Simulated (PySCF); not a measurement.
A structure optimised at PBE-D3(BJ)/def2-SVP, used in a PySCF frequency run:

```
Ta
O 1 1.7433
O 1 1.9259 2 108.37
H 3 0.9718 1 129.88 2 0.00
O 1 1.9259 2 108.37 3 -120.00
H 5 0.9718 1 129.88 2 0.00
O 1 1.9259 2 108.37 3 120.00
H 7 0.9718 1 129.88 2 0.00
```
Charge 0, spin multiplicity 1.

**Question.** Write its SMILES, formula and point group.

**Answer.** [O]=[Ta]([OH])([OH])[OH], H3O4Ta, C3v

**Question.** What are its rotational constants (standard atomic weights)?

**Answer.** 3.2159, 3.2159, 2.7821 GHz
